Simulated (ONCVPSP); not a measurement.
**What one change does to a pseudopotential (Ga, ONCV)**

```json
{
  "Element": "Ga",
  "Generator": "ONCVPSP 4.0.1",
  "Type": "optimised norm-conserving Vanderbilt (ONCV)",
  "Functional": "PBEsol",
  "Relativity": "scalar-relativistic",
  "Frozen core": "[Ar] 3d10",
  "Valence charge": "3",
  "Reference configuration": "4s2 4p0.5 (charge +0.5)",
  "Partial waves": "4s: rc 1.80 bohr, ncon 4, nbas 9, qcut 3.5 1/bohr, 1 projector; 4p: rc 2.35 bohr, ncon 4, nbas 8, qcut 3.2 1/bohr, 2 projectors, debl 1.4 Ha",
  "Local potential": "polynomial inside 1.15 bohr (lpopt 1, dvloc0 6 Ha)",
  "Core correction": "Teter function, fcfact 4.5, rcfact 1.45"
}
```

All-electron outer shells of the reference configuration (PBEsol, scalar-relativistic, ld1.x):

```json
{"shell": "3p", "level (eV)": "-102.54", "outermost node (bohr)": "0.24", "outermost maximum (bohr)": "0.56"}
{"shell": "3d", "level (eV)": "-23.01", "outermost node (bohr)": "–", "outermost maximum (bohr)": "0.53"}
{"shell": "4s", "level (eV)": "-12.45", "outermost node (bohr)": "0.81", "outermost maximum (bohr)": "1.87"}
{"shell": "4p", "level (eV)": "-5.62", "outermost node (bohr)": "0.87", "outermost maximum (bohr)": "2.41"}
```

Change: p: qcut 3.6.

Cutoffs: the cutoffs (Ha) at which the residual kinetic energy of the hardest occupied pseudo-wave falls to 1 and 0.1 mHa per electron; they do not see the model core or the augmentation charge, which bear on the density cutoff. Errors are all-electron minus pseudo energies relative to the spin-unpolarised reference configuration.

Problem. What does the change do?

Solution. The potential gets neither clearly harder nor softer (9.8 Ha and 61 Ha → 9.8 Ha and 61 Ha); the errors of the 4 common tests hardly move; neither file shows a bound ghost.

```csv
quantity,base,changed
"cutoff, loose",9.8 Ha,9.8 Ha
"cutoff, tight",61 Ha,61 Ha
loose cutoff by channel,"s 9.8 Ha, p 2.6 Ha","s 9.8 Ha, p 2.7 Ha"
bound ghosts,none,none
GHOST(+) flags under 300 eV,none,none
"error for 4s2 4p1, meV [ΔE -2.03 eV]",-2.5,-2.5
"error for 4s2 4p0, meV [ΔE 3.65 eV]",-10,-10
"error for 4s1 4p0, meV [ΔE 24.79 eV]",-237,-236
"error for 4s0 4p3, meV [ΔE 11.36 eV]",-39,-43
s: phases at 1.82 bohr within 0.05 rad from the reference energy up to (Ha; the scan ends near 5),0.8,0.8
p: phases at 2.39 bohr within 0.05 rad from the reference energy up to (Ha; the scan ends near 5),2.5,2.5
"rms error of d²Exc/dni dnj with the model core, mHa",1.91,1.90
```
